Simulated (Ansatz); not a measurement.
Ansatz (a first-principles code) input (MP2/def2-TZVP):

Ansatz 0.2 input:
```yaml
crystal:
  periodic: [false, false, false]
  atoms:
    - {symbol: Zr, position_ang: [-0.00000000, -0.00000000, -0.34298148]}
    - {symbol: F, position_ang: [0.00000000, 0.00000000, 1.52436215]}
basis:
  gaussian:
    orbitals: def2-TZVP
magnetization: {spin_polarized: true, initial_magnetization: 1}
correlation: {method: mp2, electrons: outside_noble_gas}
relax: {f_tol: 0.003, max_steps: 100}
```

Output:

```
Functional definition: HF
these checks for a lower state are left out or cut short: cluster_reference
integrals: 0.02 GiB planned
596 factors; integrals over basis functions are off by at most 4.6e-4 eV
mean field: 0.13 GiB planned
mean field evaluation 1: about -3970.1559 eV, gradient 2.5e1 eV
mean field evaluation 2: about -3970.1574 eV, gradient 2.5e1 eV
mean field evaluation 4: about -3973.0322 eV, gradient 2.3e0 eV
mean field evaluation 8: about -3973.2072 eV, gradient 5.0e-1 eV
mean field evaluation 16: about -3973.3078 eV, gradient 3.5e-1 eV
mean field evaluation 32: about -3973.3256 eV, gradient 4.2e-8 eV
mean field evaluation 64: about -3972.7039 eV, gradient 4.6e-1 eV
mean field evaluation 96: about -3973.3198 eV, gradient 1.9e-1 eV
mean field evaluation 128: about -3973.2807 eV, gradient 4.3e-1 eV
mean field evaluation 160: about -3973.3249 eV, gradient 8.1e-2 eV
mean field evaluation 192: about -3973.1247 eV, gradient 2.5e0 eV
mean field evaluation 224: about -3972.1753 eV, gradient 2.2e0 eV
mean field evaluation 256: about -3972.8211 eV, gradient 5.3e-1 eV
mean field evaluation 288: about -3973.0301 eV, gradient 2.3e0 eV
mean field -3973.32558493 eV, -146.0170220295 hartree, gradient 2.1e-9 eV, S^2 1.334727; 21 other end points of the search recorded, 0 dependent functions left out
5 core orbitals not correlated
reference -3973.32558493 eV, -146.0170220295 hartree; 6, 5 occupied and 60, 61 virtual orbitals, 596 factors
densities: 0.13 GiB planned
second order -8.35679498 eV of doubles, -0.00000000 eV of singles
the calculation of the forces begins
relax step   1: F+E_penalty+E_count = -3981.68237991 eV  Δ(F+E_penalty+E_count) = +0.000e0 eV  max|allowed force component| = 4.212e-1 eV/Å  Δτ_max = 0.0000 Å  (1645 SCF iters, accepted)
these checks for a lower state are left out or cut short: starts, cluster_reference, orbital_swaps, neighbouring_geometries, increment
integrals: 0.02 GiB planned
596 factors; integrals over basis functions are off by at most 4.5e-4 eV
mean field: 0.13 GiB planned
mean field evaluation 320: about -3973.3321 eV, gradient 7.8e-6 eV
mean field -3973.33213080 eV, -146.0172625856 hartree, gradient 2.9e-6 eV, S^2 1.342338; 0 other end points of the search recorded, 0 dependent functions left out
5 core orbitals not correlated
reference -3973.33213080 eV, -146.0172625856 hartree; 6, 5 occupied and 60, 61 virtual orbitals, 596 factors
densities: 0.13 GiB planned
second order -8.35338718 eV of doubles, -0.00000000 eV of singles
the calculation of the forces begins
relax step   2: F+E_penalty+E_count = -3981.68551798 eV  Δ(F+E_penalty+E_count) = -3.138e-3 eV  max|allowed force component| = 9.046e-2 eV/Å  Δτ_max = 0.0062 Å  (75 SCF iters, accepted)
these checks for a lower state are left out or cut short: starts, cluster_reference, orbital_swaps, neighbouring_geometries, increment
integrals: 0.02 GiB planned
596 factors; integrals over basis functions are off by at most 4.5e-4 eV
mean field: 0.13 GiB planned
mean field -3973.33323188 eV, -146.0173030495 hartree, gradient 2.2e-6 eV, S^2 1.344457; 0 other end points of the search recorded, 0 dependent functions left out
5 core orbitals not correlated
reference -3973.33323188 eV, -146.0173030495 hartree; 6, 5 occupied and 60, 61 virtual orbitals, 596 factors
densities: 0.13 GiB planned
second order -8.35244480 eV of doubles, -0.00000000 eV of singles
the calculation of the forces begins
relax step   3: F+E_penalty+E_count = -3981.68567668 eV  Δ(F+E_penalty+E_count) = -1.587e-4 eV  max|allowed force component| = 1.550e-3 eV/Å  Δτ_max = 0.0017 Å  (77 SCF iters, accepted)
these checks for a lower state are left out or cut short: cluster_reference
integrals: 0.02 GiB planned
596 factors; integrals over basis functions are off by at most 4.5e-4 eV
mean field: 0.13 GiB planned
mean field evaluation 352: about -3973.3108 eV, gradient 2.7e-6 eV
mean field evaluation 384: about -3972.0540 eV, gradient 5.3e0 eV
mean field evaluation 416: about -3973.0722 eV, gradient 1.7e0 eV
mean field evaluation 448: about -3972.1111 eV, gradient 6.6e-1 eV
mean field evaluation 480: about -3973.3323 eV, gradient 1.3e-2 eV
mean field evaluation 512: about -3973.3176 eV, gradient 6.8e-1 eV
mean field evaluation 544: about -3973.3308 eV, gradient 2.4e-1 eV
mean field evaluation 576: about -3973.3076 eV, gradient 1.7e-1 eV
mean field evaluation 608: about -3972.8020 eV, gradient 2.3e-1 eV
mean field evaluation 640: about -3973.0404 eV, gradient 1.2e0 eV
mean field evaluation 672: about -3973.3098 eV, gradient 1.2e-1 eV
mean field -3973.33323188 eV, -146.0173030495 hartree, gradient 2.2e-6 eV, S^2 1.344457; 24 other end points of the search recorded, 0 dependent functions left out
5 core orbitals not correlated
reference -3973.33323188 eV, -146.0173030495 hartree; 6, 5 occupied and 60, 61 virtual orbitals, 596 factors
densities: 0.13 GiB planned
second order -8.35244480 eV of doubles, -0.00000000 eV of singles
the calculation of the forces begins
Total energy: -3981.68567668 eV, -146.3242497344 hartree
Atom 0 at     0.000000     0.000000    -0.350886 Å, force     0.000000     0.000000    -0.001550 eV/Å
Atom 1 at    -0.000000    -0.000000     1.532267 Å, force    -0.000000    -0.000000     0.001550 eV/Å
Dipole moment:     0.067589     0.000000    -0.236083 e Å
Checks for a lower state left out: cluster_reference
```

The spin state was set by rule; other spins were not relaxed.

The determinant is spin-contaminated: <S^2> is 1.34 against 0.75 for a pure state.
